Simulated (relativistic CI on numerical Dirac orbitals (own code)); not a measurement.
Electric-dipole lines of Mn8+

Calculated at this level of theory: Dirac-Coulomb-Breit CI, orbitals from a KLI potential per configuration, QED by a radiative potential, valence Slater integrals scaled by 0.9, P86 correlation estimate, and configurations built on the next ion tied to the tabulated ionisation energy (semi-empirical) (own radial code, finite nucleus).

Configurations in the expansion (outside the closed core [Ne]): 3s2.3p5, 3s2.3p4.3d, 3s2.3p4.4s, 3s2.3p4.4p, 3s2.3p4.4d, 3s2.3p4.5s, 3s2.3p4.4f, 3s.3p6, 3s2.3p3.3d2, 3s.3p5.3d, 3p5.3d2, 3p6.3d, 3s.3p4.3d2, 3s2.3p3.3d.4s, 3s2.3p3.3d.4p, 3p6.4s, 3p6.4p, 3s.3p5.4s, 3s.3p4.3d.4s, 3s.3p4.3d.4p, 3s.3p5.4p, 3s2.3p4.5p, 3s2.3p3.4s2, 3p5.3d.4s. Levels of other configurations are missing.

```csv
λ vac (nm),Lower,Upper,A (s⁻¹),gf,Branching (%)
8.9162,3s2.3p5 2P°_3/2 [1],3s2.3p4.4d 4P_1/2 [298],1.90e+10,4.52e-02,63.1
8.9477,3s2.3p5 2P°_3/2 [1],3s2.3p4.4d 2D_5/2 [289],8.09e+10,5.83e-01,89.8
10.547,3s2.3p5 2P°_3/2 [1],3s2.3p4.4s 2S_1/2 [174],2.27e+10,7.58e-02,48.9
10.688,3s2.3p5 2P°_1/2 [2],3s2.3p4.4s 2S_1/2 [174],2.37e+10,8.13e-02,51.1
11.054,3s2.3p5 2P°_3/2 [1],3s2.3p4.4s 2D_5/2 [141],3.47e+10,3.82e-01,100.0
11.204,3s2.3p5 2P°_1/2 [2],3s2.3p4.4s 2D_3/2 [143],3.96e+10,2.98e-01,99.7
11.235,3s2.3p5 2P°_3/2 [1],3s2.3p4.4s 2P_1/2 [131],4.16e+10,1.57e-01,42.0
11.329,3s2.3p5 2P°_3/2 [1],3s2.3p4.4s 2P_3/2 [125],7.20e+10,5.54e-01,91.3
11.395,3s2.3p5 2P°_1/2 [2],3s2.3p4.4s 2P_1/2 [131],5.74e+10,2.23e-01,58.0
11.453,3s2.3p5 2P°_3/2 [1],3s2.3p4.4s 4P_3/2 [119],1.78e+10,1.40e-01,95.7
11.492,3s2.3p5 2P°_1/2 [2],3s2.3p4.4s 2P_3/2 [125],6.83e+09,5.41e-02,8.7
11.536,3s2.3p5 2P°_3/2 [1],3s2.3p4.4s 4P_5/2 [111],1.04e+09,1.24e-02,98.9
16.438,3s2.3p4.3d 4D_5/2 [5],3s2.3p4.4p 4P°_3/2 [180],1.83e+09,2.97e-02,1.8
16.466,3s2.3p4.3d 4D_3/2 [6],3s2.3p4.4p 4P°_3/2 [180],9.37e+08,1.52e-02,0.9
16.499,3s2.3p4.3d 4D_7/2 [4],3s2.3p4.4p 4P°_5/2 [179],5.03e+09,1.23e-01,5.4
16.504,3s2.3p4.3d 4D_5/2 [5],3s2.3p4.4p 4P°_5/2 [179],1.17e+09,2.86e-02,1.3
16.707,3s2.3p4.3d 2D_5/2 [19],3s2.3p4.4p 2F°_7/2 [204],2.68e+10,8.96e-01,20.9
17.681,3s2.3p4.3d 4P_3/2 [16],3s2.3p4.4p 4P°_1/2 [181],1.15e+11,1.08e+00,71.9
17.764,3s2.3p4.3d 4P_5/2 [17],3s2.3p4.4p 4P°_3/2 [180],7.78e+10,1.47e+00,77.1
17.818,3s2.3p4.3d 2F_5/2 [23],3s2.3p4.4p 2F°_5/2 [203],5.52e+10,1.58e+00,56.8
17.840,3s2.3p4.3d 4P_5/2 [17],3s2.3p4.4p 4P°_5/2 [179],5.56e+10,1.59e+00,60.3
17.850,3s2.3p4.3d 2F_7/2 [24],3s2.3p4.4p 2F°_7/2 [204],7.57e+10,2.89e+00,59.1
18.233,3s2.3p4.3d 2D_5/2 [26],3s2.3p4.4p 2P°_3/2 [227],3.99e+10,7.96e-01,42.4
18.535,3s2.3p5 2P°_3/2 [1],3s2.3p4.3d 2D_3/2 [31],6.81e+09,1.40e-01,4.0
18.654,3s2.3p4.3d 2F_7/2 [24],3s2.3p4.4p 4D°_5/2 [193],4.63e+10,1.45e+00,63.8
18.920,3s2.3p5 2P°_3/2 [1],3s2.3p4.3d 2D_5/2 [30],1.72e+11,5.54e+00,100.0
18.976,3s2.3p5 2P°_1/2 [2],3s2.3p4.3d 2D_3/2 [31],1.62e+11,3.50e+00,96.0
18.984,3s2.3p5 2P°_3/2 [1],3s2.3p4.3d 2P_1/2 [29],3.90e+10,4.22e-01,27.6
19.156,3s2.3p5 2P°_3/2 [1],3s2.3p4.3d 2P_3/2 [28],1.42e+11,3.11e+00,97.6
19.447,3s2.3p5 2P°_1/2 [2],3s2.3p4.3d 2P_1/2 [29],1.02e+11,1.16e+00,72.4
19.627,3s2.3p5 2P°_1/2 [2],3s2.3p4.3d 2P_3/2 [28],3.48e+09,8.03e-02,2.4
20.185,3s2.3p5 2P°_3/2 [1],3s2.3p4.3d 2S_1/2 [27],1.12e+11,1.37e+00,74.2
20.709,3s2.3p5 2P°_1/2 [2],3s2.3p4.3d 2S_1/2 [27],3.89e+10,5.01e-01,25.8
22.127,3s2.3p5 2P°_1/2 [2],3s2.3p4.3d 2D_3/2 [25],5.82e+08,1.71e-02,80.2
64.695,3s2.3p4.4p 4P°_5/2 [179],3s2.3p4.4d 4D_5/2 [279],2.48e+09,9.33e-01,23.2
64.702,3s2.3p4.4p 4P°_5/2 [179],3s2.3p4.4d 4D_7/2 [278],2.21e+09,1.11e+00,15.3
66.812,3s2.3p4.4p 4D°_7/2 [190],3s2.3p4.4d 4F_9/2 [288],7.50e+09,5.02e+00,83.3
68.581,3s2.3p4.4p 4D°_5/2 [193],3s2.3p4.4d 2F_7/2 [291],2.23e+09,1.26e+00,25.0
92.203,3s2.3p4.4s 2D_5/2 [141],3s2.3p4.4p 2D°_5/2 [224],1.31e+09,1.00e+00,5.9
98.267,3s2.3p4.4s 2S_1/2 [174],3s2.3p4.4p 2P°_3/2 [240],1.51e+09,8.73e-01,22.4
99.073,3s2.3p4.4s 4P_5/2 [111],3s2.3p4.4p 4D°_7/2 [190],1.58e+09,1.86e+00,20.5
102.94,3s2.3p4.4s 2P_3/2 [125],3s2.3p4.4p 2D°_5/2 [197],1.14e+09,1.08e+00,5.1
108.72,3s2.3p4.4s 2D_5/2 [141],3s2.3p4.4p 2F°_7/2 [204],7.57e+08,1.07e+00,0.6
111.67,3s2.3p4.4s 2D_3/2 [143],3s2.3p4.4p 2F°_5/2 [203],7.45e+08,8.36e-01,0.8
112.07,3s2.3p4.4s 4P_5/2 [111],3s2.3p4.4p 4P°_5/2 [179],7.71e+08,8.71e-01,0.8
```

Terms are leading LS components. Brackets give the number of a level in order of energy, since labels repeat. The list gives strong lines, with weight on those to low levels, without configurations that were not tied to measured data, without lines whose two gauges differ by over a factor of 2.5, among the lowest 300 of 1310 levels, so that lines to higher ones, which can be the strongest, are missing. Levels whose partners in the same complex of configurations lie outside the list can be far off, and so can their lines. Rates are taken at the computed energies, electric ones in the length gauge.

Configurations that consist of the next ion and one excited electron were tied to the tabulated ionisation energy; Rydberg ones are usually within 1,000 to 3,000 cm⁻¹ and the lowest ones within about 6,000 (9,000 in d shells), while levels on excited terms of the next ion carry the error of that term, and the other configurations can be misplaced by 10,000 cm⁻¹ or more. Rates follow the energies as ν³ (E1, M1) or ν⁵ (E2), so rates, branching and lifetimes can be off by large factors.
